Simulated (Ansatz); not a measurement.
CH$_{4}$BrO (charge -1), closed shell: harmonic vibrations of a pair.

in.yaml

```yaml
crystal:
  periodic: [false, false, false]
  atoms:
    - {symbol: Br, position_ang: [0.162680, -0.545659, -2.886700]}
    - {symbol: C, position_ang: [0.159632, 0.207461, 0.752794]}
    - {symbol: O, position_ang: [-0.988362, -0.291019, 0.134655]}
    - {symbol: H, position_ang: [-0.060847, 0.355535, 1.816143]}
    - {symbol: H, position_ang: [0.478553, 1.171350, 0.330306]}
    - {symbol: H, position_ang: [1.012704, -0.481639, 0.671186]}
    - {symbol: H, position_ang: [-0.764360, -0.416030, -0.818283]}
basis:
  gaussian: {orbitals: def2-TZVP}
total_charge: -1
hamiltonian: {xc: pbe0, dispersion: d4}
phonons: {temperatures: {t_min: 298.15, t_max: 900, t_step: 200}}
```

Command:

```bash
ansatz run in.yaml --threads 4 --pin off --events-out ev --progress --plain --max-ram 9574MiB
```

Output of Ansatz 0.2.0:

```
Functional definition: PBE0
  name "PBE0"
  cite "Adamo & Barone, J. Chem. Phys. 110, 6158 (1999) doi:10.1063/1.478522"
  cite "Perdew, Burke & Ernzerhof, Phys. Rev. Lett. 77, 3865 (1996) doi:10.1103/PhysRevLett.77.3865"
  parent pbe
  parameter a = 0.25
  parameter kappa = 0.804
  parameter beta = 0.06672455060314922
  exchange = (1 - a)*pbe_x(kappa = kappa, mu = beta*pi^2/3) + a*exact_x
  correlation = pbe_c(beta = beta)
920 factors; their error is unknown
mean field evaluation 1: about -73186.2567 eV, gradient 2.1e1 eV
mean field evaluation 2: about -73186.5194 eV, gradient 1.7e1 eV
mean field evaluation 4: about -73187.1600 eV, gradient 6.4e-1 eV
mean field evaluation 8: about -73187.6030 eV, gradient 1.3e-1 eV
mean field evaluation 16: about -73187.6030 eV, gradient 1.7e-5 eV
mean field -73187.60302618 eV, -2689.5948028729 hartree, gradient 1.7e-5 eV, S^2 0.000000; 0 other end points of the search recorded, 0 dependent functions left out
the calculation of the forces begins
reference -73187.60305153 eV, -2689.5948038047 hartree; 27, 27 occupied and 107, 107 virtual orbitals, 920 factors
these checks for a lower state are left out or cut short: stability, starts, cluster_reference, orbital_swaps, neighbouring_geometries, increment
920 factors; their error is unknown
WARN: phonons: 3 modes above zero are rigid motions of the cell's bodies and no vibrations: the zero-point energy, free energy, entropy and heat capacity leave them out. With what each would have added to F at 898 K, by the weight of its row in the mesh: 0.01 cm⁻¹ (-0.830 eV; rigid weight 1.000, of which rotation 0.000), 8.38 cm⁻¹ (-0.334 eV; rigid weight 1.000, of which rotation 1.000), 10.72 cm⁻¹ (-0.315 eV; rigid weight 0.898, of which rotation 0.898). A body is a set of atoms that hang together within twice the van der Waals contact; here: 7 atoms, out of reach of every periodic image. What nothing holds moves and turns at no cost, which is at zero frequency: what stands here is left by the forces on the atoms, the periodic images, the SCF threshold and the grid, and changes its size and its sign with the last two. The forces' share comes down as the geometry is relaxed further. The table is the vibrational part alone. If the cell is meant as a crystal, declare phonons.rigid_motions: translations: the three translations of the whole cell alone are then left out. The least rigid weight left out is 0.89768 and the largest kept is 0.50288. The rigid motions are mixed with soft vibrations: those modes' frequencies are not settled, nor the sums by as much as one such mode adds.
Total energy: -73187.67923802 eV, -2689.5976036066 hartree
Atom 0 at     0.162680    -0.545659    -2.886700 Å, force    -0.006953     0.001470     0.017746 eV/Å
Atom 1 at     0.159632     0.207461     0.752794 Å, force    -0.054069    -0.034482    -0.082771 eV/Å
Atom 2 at    -0.988362    -0.291019     0.134655 Å, force    -0.007017     0.007826     0.048265 eV/Å
Atom 3 at    -0.060847     0.355535     1.816143 Å, force    -0.000427     0.003042     0.015595 eV/Å
Atom 4 at     0.478553     1.171350     0.330306 Å, force     0.016739     0.004376     0.008321 eV/Å
Atom 5 at     1.012704    -0.481639     0.671186 Å, force     0.015261     0.009131     0.007377 eV/Å
Atom 6 at    -0.764360    -0.416030    -0.818283 Å, force     0.036464     0.008638    -0.014533 eV/Å
Dipole moment:     0.183372     0.161723     0.494983 e Å
Vibrations: 33.46 97.35 181.94 731.30 1111.77 1133.24 1175.28 1459.72 1460.75 1470.44 1509.52 2974.33 3016.84 3057.93 3366.38 cm⁻¹, zero-point energy 1.412196 eV

[the SCF lines of later steps are left out]
```

The run took about 38 s on 4 CPU threads of an Arm Neoverse V1 (shared host).
